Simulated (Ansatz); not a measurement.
## Heat of formation of BBrCl2 (bromodichloroborane) from total energies

BBrCl2 has 4 atoms, charge 0, and is taken as a singlet. SMILES: `ClB(Cl)Br`. The coordinates come from a PBE0-D4/def2-TZVP relaxation.

Total energies at MP2/cc-pVDZ, 20 core orbitals frozen (Ansatz 0.2.0); the atoms run unrestricted:

| species | state | energy (Eh) |
| --- | --- | --- |
| BBrCl2 | singlet | -3516.679128 |
| Cl | doublet | -459.580942 |
| B | doublet | -24.566473 |
| Br | doublet | -2572.473077 |

Harmonic wavenumbers at PBE0-D4/def2-TZVP, in cm⁻¹: 209, 222, 414, 433, 896, 976.

Measured heats of formation of the gaseous atoms at 298.15 K, in kJ/mol: Cl 121.3, B 570.3, Br 111.9. Spin-orbit lowering of the atoms at 298 K (mean of the ground term's levels less their thermal mean, from spectra), in kJ/mol: Cl 3.44, B 0.00, Br 14.69. Take 1 Eh = 2625.50 kJ/mol, 1 cm⁻¹ = 0.0119627 kJ/mol, RT = 2.479 kJ/mol.

Task: What heat of formation follows?

Result: 
1. Electronic atomisation energy: 2 × (-459.580942) + (-24.566473) + (-2572.473077) − (-3516.679128) = 0.477694 Eh = 1254.2 kJ/mol.
2. Zero-point energy: half the sum of the wavenumbers, 1575 cm⁻¹ = 18.8 kJ/mol.
3. Thermal vibrational enthalpy, Σ hcν̃/(exp(hcν̃/kT) − 1): 4.6 kJ/mol. Translation, rotation and pV of a non-linear molecule: 4 RT = 9.9 kJ/mol.
4. The 4 free atoms carry 5/2 RT each: 24.8 kJ/mol.
5. Spin-orbit coupling lowers the free atoms by 2 × 3.44 + 0.00 + 14.69 = 21.6 kJ/mol.
6. Atomisation enthalpy at 298 K: 1254.2 − 21.6 − 18.8 − 4.6 − 9.9 + 24.8 = 1224.1 kJ/mol.
7. Sum of the atoms' heats of formation: 924.8 kJ/mol. Heat of formation: 924.8 − 1224.1 = -299.3 kJ/mol.

The tabulated value is -336.8 kJ/mol (NIST-JANAF tables; in doubt: it rests on an older heat of the boron atom), so this level is off by +37.5 kJ/mol, or 3.0 % of the atomisation enthalpy that the table implies (1261.6 kJ/mol). Perturbation theory converges slowly with the basis for atomisation. Relativity is left out. A double-zeta basis underbinds. Anharmonicity and any spin-orbit splitting of the molecule are left out, and so is core correlation.
